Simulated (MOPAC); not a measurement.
MOPAC input (PM6):

```
PM6 1SCF UHF MS=0.5 GEO-OK AUX(PRECISION=9) THREADS=1
FSr

Sr   -0.00000000 1   -0.00000000 1   -0.40177766 1
F     0.00000000 1    0.00000000 1    1.69639455 1
```

Output:

```
 *******************************************************************************
 **                                                                           **
 **                              MOPAC v23.2.5                                **
 **                                                                           **
 *******************************************************************************
 ** MOPAC's Digital Object Identifier: https://doi.org/10.5281/zenodo.6511958 **
 **                                                                           **
 ** Please cite the open-source release paper for use of this MOPAC version:  **
 ** J. E. Moussa and J. J. P. Stewart (2026)                                  **
 ** MOPAC: An open-source semiempirical molecular orbital program             **
 ** J. Open Source Softw., 11(119), 8025, https://doi.org/10.21105/joss.08025 **
 *******************************************************************************

                              PM6 CALCULATION RESULTS

 *******************************************************************************
 *  PM6        - The PM6 Hamiltonian to be used
 *  GEO-OK     - OVERRIDE INTERATOMIC DISTANCE AND OTHER SAFETY CHECKS
 *  UHF        - UNRESTRICTED HARTREE-FOCK CALCULATION
 *  MS=        - IN MECI, MAGNETIC COMPONENT OF SPIN =  0.5
 *  1SCF       - DO 1 SCF AND THEN STOP
 *  AUX        - OUTPUT AUXILIARY INFORMATION
 *******************************************************************************
PM6 1SCF UHF MS=0.5 GEO-OK AUX(PRECISION=9) THREADS=1
 FSr

   ATOM   CHEMICAL          X               Y               Z
  NUMBER   SYMBOL      (ANGSTROMS)     (ANGSTROMS)     (ANGSTROMS)

     1      Sr         -0.00000000  *  -0.00000000  *  -0.40177766  *
     2       F          0.00000000  *   0.00000000  *   1.69639455  *

          CARTESIAN COORDINATES

    NO.       ATOM           X           Y           Z

     1        Sr         -0.0000     -0.0000     -0.4018
     2         F          0.0000      0.0000      1.6964

 General Reference for PM6:
 "Optimization of Parameters for Semiempirical Methods V: Modification of NDDO Approximations
 and Application to 70 Elements", J. J. P. Stewart, J. Mol. Mod., 13, 1173-1213 (2007)
 URL: https://link.springer.com/article/10.1007/s00894-007-0233-4

           Empirical Formula: Sr F  =     2 atoms

      MOLECULAR POINT GROUP   :   C*v

          UHF CALCULATION, NO. OF ALPHA ELECTRONS =    5
                           NO. OF BETA  ELECTRONS =    4

 -------------------------------------------------------------------------------
 PM6 1SCF UHF MS=0.5 GEO-OK AUX(PRECISION=9) THREADS=1
 FSr

     1SCF WAS SPECIFIED, SO BFGS WAS NOT USED
     SCF FIELD WAS ACHIEVED

                              PM6 CALCULATION
                                                       MOPAC v23.2.5 Linux

          FINAL HEAT OF FORMATION =        -70.57946 KCAL/MOL =    -295.30448 KJ/MOL

          COSMO AREA              =        151.04 SQUARE ANGSTROMS
          COSMO VOLUME            =        173.01 CUBIC ANGSTROMS

          IONIZATION POTENTIAL    =          6.065788 EV
          ALPHA SOMO LUMO (EV)    =         -6.066  1.035
          BETA  SOMO LUMO (EV)    =        -11.882 -0.349
          NO. OF ALPHA ELECTRONS  =          5
          NO. OF BETA  ELECTRONS  =          4
          MOLECULAR WEIGHT        =        106.6184         POINT GROUP:  C*v

          MOLECULAR DIMENSIONS (Angstroms)

            Atom       Atom       Distance
            F     2   Sr     1     2.09817
            F     2   Sr     1     0.00000
           Sr     1    F     2     0.00000

          SCF CALCULATIONS        =          1

   ATOM   CHEMICAL          X               Y               Z
  NUMBER   SYMBOL      (ANGSTROMS)     (ANGSTROMS)     (ANGSTROMS)

     1      Sr         -0.00000000  *  -0.00000000  *  -0.40177766  *
     2       F          0.00000000  *   0.00000000  *   1.69639455  *

                             CARTESIAN COORDINATES

   1   Sr       -0.000000000    -0.000000000    -0.401777660
   2    F        0.000000000     0.000000000     1.696394550

           Empirical Formula: Sr F  =     2 atoms

      MOLECULAR POINT GROUP   :   C*v

          ALPHA EIGENVALUES
 -35.33981 -12.27288 -12.27288 -11.89789  -6.06579   1.03544   1.03544   2.60754

           BETA EIGENVALUES
 -35.32055 -12.27784 -12.27784 -11.88183  -0.34891   1.60277   1.60277   3.11065

              NET ATOMIC CHARGES AND DIPOLE CONTRIBUTIONS

  ATOM NO.   TYPE          CHARGE      No. of ELECS.   s-Pop       p-Pop
    1         Sr           0.608820        1.3912     0.84987     0.54130
    2          F          -0.608820        7.6088     1.96920     5.63962
 DIPOLE           X         Y         Z       TOTAL
 POINT-CHG.     0.000     0.000    -6.136     6.136
 HYBRID        -0.000    -0.000     2.087     2.087
 SUM           -0.000    -0.000    -4.048     4.048

          ATOMIC ORBITAL ELECTRON POPULATIONS

     Atom    s        px        py        pz
    1 Sr   0.84987   0.03051   0.03051   0.48029
    2  F   1.96920   1.96949   1.96949   1.70063

                    (SZ)    =    0.500000
                    (S**2)  =    0.750132

          ATOMIC ORBITAL SPIN POPULATIONS

    Atom   Total    s     px     py     pz
         Atomic
    1 Sr  0.9986  0.705  0.002  0.002  0.289
    2  F  0.0014  0.000 -0.002 -0.002  0.005

 **********************
 *                    *
 * JOB ENDED NORMALLY *
 *                    *
 **********************

 == MOPAC DONE ==
```
